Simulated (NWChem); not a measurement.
System: InP₂H₅; SMILES [PH2][InH][PH2]

Input file for NWChem:

```
start job
memory heap 200 mb stack 900 mb global 1100 mb
geometry units angstroms noautoz
  In    -0.489558     0.022502     0.085402
  H     -2.218638    -0.068541     0.188590
  P      0.874838    -2.079764    -0.145552
  H      0.181884    -2.745275     0.913229
  H      1.928183    -1.610081     0.698142
  P      0.647070     2.253798    -0.166553
  H      1.743608     1.904974     0.680710
  H     -0.111961     2.853029     0.886503
end
basis spherical
  In library def2-svp
  H library def2-svp
  P library def2-svp
end
ecp
  In library def2-ecp
end
dft
  xc xpbe96 cpbe96
  iterations 150
  mulliken
end
task dft energy
```

Parts of the log:

```
             Northwest Computational Chemistry Package (NWChem) 7.3.0
             --------------------------------------------------------

 CS  symmetry detected

                             Geometry "geometry" -> ""
                             -------------------------

 Output coordinates in angstroms (scale by  1.889725989 to convert to a.u.)

  No.       Tag          Charge          X              Y              Z
 ---- ---------------- ---------- -------------- -------------- --------------
    1 In                  49.0000    -0.49691951    -0.01661815     0.00000000
    2 H                    1.0000    -2.22630952    -0.15027447     0.00000000
    3 P                   15.0000     0.77647508    -0.08523980    -2.16979716
    4 H                    1.0000    -0.08733120     0.86184306    -2.80303704
    5 H                    1.0000     1.72788785     0.89903585    -1.75997040
    6 P                   15.0000     0.77647508    -0.08523980     2.16979716
    7 H                    1.0000     1.72788785     0.89903585     1.75997040
    8 H                    1.0000    -0.08733120     0.86184306     2.80303704

 Effective nuclear repulsion energy (a.u.)     421.2441641634

      Symmetry information
      --------------------

 Group name             Cs
 Group number              2
 Group order               2
 No. of unique centers     5

 Summary of "ao basis" -> "ao basis" (spherical)
 ------------------------------------------------------------------------------
       Tag                 Description            Shells   Functions and Types
 ---------------- ------------------------------  ------  ---------------------
 In                         def2-svp                10       26   4s4p2d
 H                          def2-svp                 3        5   2s1p
 P                          def2-svp                 8       18   4s3p1d

      Symmetry analysis of basis
      --------------------------

        a'         50
        a"         37

            General Information
            -------------------
          SCF calculation type: DFT
          Wavefunction type:  closed shell.
          No. of atoms     :     8
          No. of electrons :    56
           Alpha electrons :    28
            Beta electrons :    28
          Charge           :     0
          Spin multiplicity:     1
          Use of symmetry is: on ; symmetry adaption is: on
          Maximum number of iterations: 150
          AO basis - number of functions:    87
                     number of shells:    41
          Convergence on energy requested:  1.00D-06
          Convergence on density requested:  1.00D-05
          Convergence on gradient requested:  5.00D-04

              XC Information
              --------------
          PerdewBurkeErnzerhof Exchange Functional  1.000
            Perdew 1991 LDA Correlation Functional  1.000 local
           PerdewBurkeErnz. Correlation Functional  1.000 non-local

             Grid Information
             ----------------
          Grid used for XC integration:  medium
          Radial quadrature: Mura-Knowles
          Angular quadrature: Lebedev.
          Tag              B.-S. Rad. Rad. Pts. Rad. Cut. Ang. Pts.
          ---              ---------- --------- --------- ---------
          In                  1.55      123          10.0       590
          H                   0.35       45          13.0       434
          P                   1.00       88          12.0       590
          Grid pruning is: on
          Number of quadrature shells:   346
          Spatial weights used:  Erf1

      Superposition of Atomic Density Guess
      -------------------------------------

 Sum of atomic energies:        -901.62201759

      Non-variational initial energy
      ------------------------------

 Total energy =    -873.393078
 1-e energy   =   -1711.016536
 2-e energy   =     621.471436
 HOMO         =      -0.246863
 LUMO         =      -0.001465

      Symmetry analysis of molecular orbitals - initial
      -------------------------------------------------

  Numbering of irreducible representations:

     1 a'          2 a"

  Orbital symmetries:

     1 a'          2 a"          3 a'          4 a"          5 a'
     6 a"          7 a'          8 a"          9 a'         10 a"
    11 a'         12 a'         13 a"         14 a'         15 a'
    16 a"         17 a'         18 a"         19 a'         20 a'
    21 a"         22 a'         23 a'         24 a"         25 a'
    26 a"         27 a'         28 a"         29 a'         30 a'
    31 a"         32 a'         33 a'         34 a"         35 a'
    36 a"         37 a'         38 a'

     ---------------------------------------------
      Total Density - Mulliken Population Analysis
     ---------------------------------------------

    Atom       Charge   Shell Charges
 -----------   ------   -------------------------------------------------------
    1 In  21    20.30   2.60 -0.60  0.82  0.41  3.23  2.77  0.73  0.29  9.69  0.37
    2 H    1     1.20   0.67  0.52  0.01
    3 P   15    15.36   2.00  1.99  1.19  0.57  5.94  1.42  2.21  0.05
    4 H    1     0.94   0.64  0.28  0.02
    5 H    1     0.94   0.64  0.28  0.02
    6 P   15    15.36   2.00  1.99  1.19  0.57  5.94  1.42  2.21  0.05
    7 H    1     0.94   0.64  0.28  0.02
    8 H    1     0.94   0.64  0.28  0.02

   convergence    iter        energy       DeltaE   RMS-Dens  Diis-err
 ---------------- ----- ----------------- --------- --------- ---------
 d= 0,ls=0.0,diis     1   -875.2575197755 -1.09D+03  1.35D-02  2.81D-01
 d= 0,ls=0.0,diis     2   -875.2652361312 -7.72D-03  8.88D-03  1.41D-01
 d= 0,ls=0.0,diis     3   -875.2824501581 -1.72D-02  3.89D-03  7.36D-02
 d= 0,ls=0.0,diis     4   -875.2972116462 -1.48D-02  7.29D-04  1.64D-03
 d= 0,ls=0.0,diis     5   -875.2974928851 -2.81D-04  2.34D-04  1.71D-04
  Resetting Diis
 d= 0,ls=0.0,diis     6   -875.2975324187 -3.95D-05  4.99D-05  1.12D-05
 d= 0,ls=0.0,diis     7   -875.2975348340 -2.42D-06  2.39D-05  4.89D-07
 d= 0,ls=0.0,diis     8   -875.2975347490  8.50D-08  1.40D-05  9.09D-07
 d= 0,ls=0.0,diis     9   -875.2975349475 -1.99D-07  1.91D-06  1.36D-08

         Total DFT energy =     -875.297534947545
      One electron energy =    -1712.759790540354
           Coulomb energy =      685.955436778651
    Exchange-Corr. energy =      -64.645203092656
 Nuclear repulsion energy =      216.152021906813

 Numeric. integr. density =       56.000007905764

                  Occupations of the irreducible representations
                  ----------------------------------------------

                     irrep           alpha         beta
                     --------     --------     --------
                     a'               16.0         16.0
                     a"               12.0         12.0

                       DFT Final Molecular Orbital Analysis
                       ------------------------------------

 Vector   26  Occ=2.000000D+00  E=-2.739349D-01  Symmetry=a'
              MO Center=  8.2D-02, -1.1D-01, -2.8D-12, r^2= 6.1D+00
   Bfn.  Coefficient  Atom+Function         Bfn.  Coefficient  Atom+Function
  ----- ------------  ---------------      ----- ------------  ---------------
    27      0.221324  2 H  s                 43      0.211912  3 P  py
    71      0.211912  6 P  py                11     -0.200021  1 In px
    34     -0.196360  3 P  s                 62     -0.196360  6 P  s
    40      0.194565  3 P  py                68      0.194565  6 P  py
    35     -0.187983  3 P  s                 63     -0.187983  6 P  s

 Vector   27  Occ=2.000000D+00  E=-2.343806D-01  Symmetry=a'
              MO Center= -6.4D-02, -8.7D-02,  2.2D-14, r^2= 6.3D+00
   Bfn.  Coefficient  Atom+Function         Bfn.  Coefficient  Atom+Function
  ----- ------------  ---------------      ----- ------------  ---------------
    11      0.264949  1 In px                27     -0.264853  2 H  s
    28     -0.197001  2 H  s                 44      0.175706  3 P  pz
    72     -0.175706  6 P  pz                35     -0.157517  3 P  s
    63     -0.157517  6 P  s                 43      0.155199  3 P  py
    71      0.155199  6 P  py                 3      0.145014  1 In s

 Vector   28  Occ=2.000000D+00  E=-2.123353D-01  Symmetry=a"
              MO Center=  6.6D-01, -1.0D-01, -3.4D-14, r^2= 6.8D+00
   Bfn.  Coefficient  Atom+Function         Bfn.  Coefficient  Atom+Function
  ----- ------------  ---------------      ----- ------------  ---------------
    44     -0.289915  3 P  pz                72     -0.289915  6 P  pz
    13      0.271198  1 In pz                41     -0.224657  3 P  pz
    69     -0.224657  6 P  pz                35      0.176536  3 P  s
    63     -0.176536  6 P  s                 43     -0.163893  3 P  py
    71      0.163893  6 P  py                42      0.160150  3 P  px

 Vector   29  Occ=0.000000D+00  E=-8.680631D-02  Symmetry=a'
              MO Center= -3.7D-01,  1.4D-01,  2.2D-14, r^2= 4.9D+00
   Bfn.  Coefficient  Atom+Function         Bfn.  Coefficient  Atom+Function
  ----- ------------  ---------------      ----- ------------  ---------------
    12      0.568603  1 In py                15      0.547554  1 In py
    35      0.197845  3 P  s                 63      0.197845  6 P  s
    56     -0.152875  5 H  s                 79     -0.152875  7 H  s
     9     -0.151386  1 In py                 6     -0.139667  1 In py
     4      0.138403  1 In s                 51     -0.128344  4 H  s

 Vector   30  Occ=0.000000D+00  E=-4.584268D-02  Symmetry=a'
              MO Center= -1.5D-02, -2.5D-01, -3.9D-15, r^2= 6.0D+00
   Bfn.  Coefficient  Atom+Function         Bfn.  Coefficient  Atom+Function
  ----- ------------  ---------------      ----- ------------  ---------------
     4      0.804511  1 In s                  3      0.601344  1 In s
    44     -0.428729  3 P  pz                72      0.428729  6 P  pz
    28     -0.381577  2 H  s                 35     -0.346832  3 P  s
    63     -0.346832  6 P  s                  1     -0.311866  1 In s
    42      0.285064  3 P  px                70      0.285064  6 P  px

 Vector   31  Occ=0.000000D+00  E=-6.271355D-03  Symmetry=a'
              MO Center=  4.9D-01,  4.6D-02,  3.6D-12, r^2= 7.4D+00
   Bfn.  Coefficient  Atom+Function         Bfn.  Coefficient  Atom+Function
  ----- ------------  ---------------      ----- ------------  ---------------
    56      0.595604  5 H  s                 79      0.595604  7 H  s
    42     -0.560955  3 P  px                70     -0.560955  6 P  px
    51     -0.527867  4 H  s                 84     -0.527867  8 H  s
    28     -0.518480  2 H  s                 14     -0.455351  1 In px
    44     -0.305441  3 P  pz                72      0.305441  6 P  pz

     ---------------------------------------------
      Total Density - Mulliken Population Analysis
     ---------------------------------------------

    Atom       Charge   Shell Charges
 -----------   ------   -------------------------------------------------------
    1 In  21    20.78   2.60 -0.60  1.04  0.27  3.22  2.79  1.06  0.32  9.59  0.49
    2 H    1     1.08   0.67  0.40  0.01
    3 P   15    15.10   2.00  1.98  1.25  0.51  5.92  1.48  1.89  0.07
    4 H    1     0.99   0.71  0.25  0.02
    5 H    1     0.99   0.71  0.25  0.02
    6 P   15    15.10   2.00  1.98  1.25  0.51  5.92  1.48  1.89  0.07
    7 H    1     0.99   0.71  0.25  0.02
    8 H    1     0.99   0.71  0.25  0.02

     -------------------------------------------
      Total Density - Lowdin Population Analysis
     -------------------------------------------

    Atom       Charge   Shell Charges
 -----------   ------   -------------------------------------------------------
    1 In  21    20.95   1.39  0.55  0.75  0.46  3.03  2.85  1.11  0.60  9.32  0.87
    2 H    1     1.10   0.58  0.49  0.02
    3 P   15    14.91   2.00  1.95  0.92  0.57  5.80  1.52  2.06  0.09
    4 H    1     1.03   0.62  0.36  0.05
    5 H    1     1.03   0.63  0.36  0.05
    6 P   15    14.91   2.00  1.95  0.92  0.57  5.80  1.52  2.06  0.09
    7 H    1     1.03   0.63  0.36  0.05
    8 H    1     1.03   0.62  0.36  0.05

     Multipole analysis of the density
     ---------------------------------

     L   x y z        total         alpha         beta         nuclear
     -   - - -        -----         -----         ----         -------
     0   0 0 0      0.000000    -28.000000    -28.000000     56.000000

     1   1 0 0     -0.134005    -13.213586    -13.213586     26.293168
     1   0 1 0      0.546757     -0.166274     -0.166274      0.879305
     1   0 0 1     -0.000000     -0.000000     -0.000000     -0.000000

     2   2 0 0    -40.895639    -81.541259    -81.541259    122.186879
     2   1 1 0      1.023954     -2.128308     -2.128308      5.280569
     2   1 0 1      0.000000      0.000000      0.000000      0.000000
     2   0 2 0    -38.409865    -25.183670    -25.183670     11.957475
     2   0 1 1      0.000000      0.000000      0.000000     -0.000000
     2   0 0 2    -42.967473   -312.792623   -312.792623    582.617774
```

Level: PBE/def2-SVP with def2 effective core potentials on In. Geometry: optimised at PBE0/def2-SVP. def2 effective core potentials on In; no spin-orbit coupling.
